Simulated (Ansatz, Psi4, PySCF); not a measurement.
dichloromethane (CH2Cl2), singlet, geometry from GFN2-xTB. Base run: PySCF with WB97X/def2-SVP.

The PySCF input:
```python
from pyscf import gto, scf, dft

mol = gto.M(
    atom='''
C    -0.012779    0.005755    0.780914
Cl    0.025913    1.460084   -0.229918
Cl   -0.018729   -1.463320   -0.209102
H    -0.925685    0.023919    1.374053
H     0.880226   -0.003446    1.403808
''',
    basis='def2-svp',
    charge=0,
    spin=0,
    verbose=3,
)

mf = dft.RKS(mol)
mf.xc = 'wb97x'
mf.kernel()
```

The same geometry, method and basis name were run in Ansatz (a program for electronic structure) and Psi4 and PySCF, at each program's defaults and at the settings that a row names. The base is PySCF at its defaults. Differences at the defaults can come from grids, fitting, cores and function types together.

| code and settings | ΔE vs base (µEh) | basis functions | E (Eh) | SCF cycles | dipole (D) |
|---|---|---|---|---|---|
| PySCF, defaults (exact integrals, its default grid, spherical functions) | 0.0 | 60 | -959.36823 | 9 | 1.78 |
| Psi4, defaults (density fitting with its default set, its default grid, spherical functions) | -23.5 | 60 | -959.36825 | 7 | 1.78 |
| Ansatz, defaults (factorised integrals, its default grid, spherical functions) | 12.1 | 60 | -959.36822 | - | - |
| PySCF, density fitting with def2-universal-jkfit | -53.5 | 60 | -959.36828 | 9 | 1.78 |
| PySCF, fine grid | 13.5 | 60 | -959.36822 | 9 | 1.78 |
| Psi4, exact integrals, spherical functions, fine grid | 12.6 | 60 | -959.36822 | 10 | 1.78 |
| Ansatz, high accuracy | 12.5 | 60 | -959.36822 | - | - |
